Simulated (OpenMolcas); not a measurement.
**neutral cobalt: from RASSCF to RASPT2**

| Item | Value |
| --- | --- |
| Program | OpenMolcas |
| Basis | ANO-RCC-VTZP [6s5p3d2f1g] |
| Scalar Hamiltonian | DKH2, point nucleus |
| Active space | 9 electrons in 9 orbitals (RAS2 3d 4s; RAS3 4p, at most 2 electrons) |
| State averaging | 2S+1 = 4 even, 20 roots; 2S+1 = 2 even, 40 roots kept (CI in the orbitals of an earlier block); 2S+1 = 4 odd, 39 roots; 2S+1 = 6 odd, 30 roots kept (CI in the orbitals of an earlier block); 2S+1 = 2 odd, 21 roots kept (CI in the orbitals of an earlier block) |
| Spin-orbit coupling | RASSI with atomic mean-field integrals over the reference wave functions, term energies averaged over their components |

Methods on the same reference wave functions:
A. RASSCF
B. SS-RASPT2, IPEA 0.25 Eh, imaginary shift 0.1 Eh (closed shells correlated: 3s 3p)
C. MS-RASPT2, IPEA 0.25 Eh, imaginary shift 0.1 Eh (closed shells correlated: 3s 3p)

Energies in cm⁻¹ above 3d⁷ 4s² ⁴F_9/2, the measured ground level; measured values from NIST Handbook of Basic Atomic Spectroscopic Data.

```json
{"Level": "3d⁷ 4s² ⁴F_9/2", "A": "0.0", "B": "0.0", "C": "0.0", "Measured": "0.0"}
{"Level": "3d⁷ 4s² ⁴F_7/2", "A": "771", "B": "773", "C": "773", "Measured": "816"}
{"Level": "3d⁷ 4s² ⁴F_5/2", "A": "1340", "B": "1340", "C": "1340", "Measured": "1407"}
{"Level": "3d⁷ 4s² ⁴F_3/2", "A": "1730", "B": "1727", "C": "1727", "Measured": "1809"}
{"Level": "3d⁷ 4s 4p ⁶F°_11/2", "A": "15383", "B": "28110", "C": "28110", "Measured": ""}
{"Level": "3d⁷ 4s 4p ⁶F°_9/2", "A": "15712", "B": "28420", "C": "28420", "Measured": ""}
{"Level": "3d⁷ 4s 4p ⁶F°_7/2", "A": "16156", "B": "28870", "C": "28870", "Measured": ""}
{"Level": "3d⁷ 4s 4p ⁶F°_5/2", "A": "16551", "B": "29270", "C": "29270", "Measured": ""}
{"Level": "3d⁷ 4s 4p ⁶D°_9/2(1)", "A": "16665", "B": "29310", "C": "29300", "Measured": ""}
{"Level": "3d⁷ 4s 4p ⁶F°_3/2", "A": "16856", "B": "29580", "C": "29570", "Measured": ""}
{"Level": "3d⁷ 4s 4p ⁶G°_13/2", "A": "16877", "B": "29960", "C": "29960", "Measured": ""}
{"Level": "3d⁷ 4s 4p ⁶F°_1/2", "A": "17049", "B": "29770", "C": "29770", "Measured": ""}
{"Level": "3d⁷ 4s 4p ⁶G°_11/2", "A": "17328", "B": "30400", "C": "30400", "Measured": ""}
{"Level": "3d⁷ 4s 4p ⁶D°_7/2(1)", "A": "17359", "B": "30000", "C": "29980", "Measured": ""}
{"Level": "3d⁷ 4s² ²G_9/2", "A": "17592", "B": "16450", "C": "16450", "Measured": ""}
{"Level": "3d⁷ 4s² ⁴P_5/2", "A": "17714", "B": "14900", "C": "14900", "Measured": "13795"}
{"Level": "3d⁷ 4s² ⁴P_3/2", "A": "17968", "B": "15110", "C": "15110", "Measured": "14036"}
{"Level": "3d⁷ 4s² ⁴P_1/2", "A": "18325", "B": "15500", "C": "15500", "Measured": "14399"}
{"Level": "3d⁷ 4s² ²G_7/2", "A": "18337", "B": "17190", "C": "17190", "Measured": ""}
{"Level": "3d⁸ 4s ⁴F_9/2", "A": "18555", "B": "7730", "C": "7730", "Measured": "3483"}
{"Level": "3d⁸ 4s ⁴F_7/2", "A": "19251", "B": "8400", "C": "8400", "Measured": "4143"}
{"Level": "3d⁸ 4s ⁴F_5/2", "A": "19827", "B": "8980", "C": "8980", "Measured": "4690"}
{"Level": "3d⁸ 4s ⁴F_3/2", "A": "20241", "B": "9400", "C": "9400", "Measured": "5076"}
{"Level": "3d⁷ 4s² ²P_3/2 [63 %]", "A": "23141", "B": "19370", "C": "19210", "Measured": ""}
```

Deviations, from unrounded energies. A percentage is the sum of absolute deviations over the sum of measured energies, with the sign that they share, or ± where signs differ.

```csv
Against measurement,Levels,A,B,C
mean absolute deviation (cm-1),10,7200,2100,2100
fine structure of the ground term (%),3,-4.7,-4.8,-4.8
other terms of the ground configuration (%),3,+27.9,+7.8,+7.8
other configurations (%),4,+347.8,+98.4,+98.4
```

B, C lie about equally close to measurement and A furthest from it. The largest miss of C in the table is 3d⁸ 4s ⁴F_3/2, by +4300 cm-1. The ranking rests on the paired levels alone, and a cruder setting can come out closer through cancelling errors.

Between B and C the level of the table that moves most is 3d⁷ 4s² ²P_3/2 [63 %], by 150 cm-1 (lowest in C, highest in B). Moves below CASPT2's spread within the term are not significant.

The two smallest mean deviations differ by little beside CASPT2's spread within terms, so their order carries little weight.

From A to B the spin-free energies of the other terms of 3d⁷ 4s² shown, above ⁴F, scale by factors of 0.83 to 0.93, as is usual when dynamic correlation screens the repulsion within a d or f shell.

The lowest spin-free term lies below A's lowest term by 0.593 hartree in B, 0.593 hartree in C.

Term energies are means over components that CASPT2 splits; among the terms shown or strongly mixed into the levels shown the widest spread is 1900 cm-1 (3d⁷ 4s² ⁴F, C). Terms from blocks run as CI alone lack orbitals of their own. A single d shell beside an s shell can misplace configurations of different d count against each other. Without dynamic correlation excited terms often stand tens of per cent too high (terms of higher spin than the ground term too low), and those without a measured partner can miss by more than the paired ones (holds for A). Computed and measured levels are paired by configuration, term and J; levels that our copy of the source lacks, or whose pairing is in doubt (as where it misses far off the trend of its configuration), stay unpaired and out of the deviations. Only configurations of the active space appear. Levels that lie high or do not pair safely by name in every column are left out.

A share in square brackets marks a mixed level and gives the weight of the term that names it, the lowest over the columns. A number in round brackets counts repeated terms of one configuration in the order of the reference energies. ° marks odd parity.
